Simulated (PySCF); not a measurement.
Energies from PySCF, thermal terms from the rigid-rotor harmonic-oscillator model, ideal gas at 1 bar. Table values come from the NASA 1993 polynomials. All species are closed-shell singlets. The harmonic model lacks anharmonicity and excited electronic states, which grow with temperature; levels with a mode under 35 cm⁻¹ are left out.

Harmonic frequencies at PBE/def2-SVP (cm⁻¹): 673. Point group C∞v; S°(298 K) = 212.4 J/mol/K at this level.

Q: Work out Cp and S° of gaseous LiCl at 500, 800, 1200, 1600, 2000 K from these, and set them beside the table.

A: 
```json
[
 {"T (K)": "500", "Cp PBE/def2-SVP": "35.2", "Cp table": "35.7", "S° PBE/def2-SVP": "230.0", "S° table": "230.8"},
 {"T (K)": "800", "Cp PBE/def2-SVP": "36.5", "Cp table": "37.0", "S° PBE/def2-SVP": "246.9", "S° table": "247.9"},
 {"T (K)": "1200", "Cp PBE/def2-SVP": "37.0", "Cp table": "37.7", "S° PBE/def2-SVP": "261.8", "S° table": "263.1"},
 {"T (K)": "1600", "Cp PBE/def2-SVP": "37.2", "Cp table": "38.1", "S° PBE/def2-SVP": "272.5", "S° table": "274.0"},
 {"T (K)": "2000", "Cp PBE/def2-SVP": "37.3", "Cp table": "38.4", "S° PBE/def2-SVP": "280.8", "S° table": "282.5"}
]
```
Units J/mol/K.
